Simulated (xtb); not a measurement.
Input for xtb:
```
$ xtb mol.xyz --gfn 2 --opt --json

# file mol.xyz
4

Si     0.07563486    -0.37443541     0.01460024
O     -0.09706122     1.02448467    -0.05352018
H     -0.92257754    -1.48776557     0.14058445
H      1.46434605    -1.13844150     0.06929314
```

Q: What is the computed total energy at the end of the optimisation (GFN2-xTB (xtb))?

A: -6.8697 Eh

Q: Give the HOMO-LUMO gap at the level GFN2-xTB.

A: 4.76 eV

Q: What is the computed dipole moment (GFN2-xTB)?

A: 3.77 D
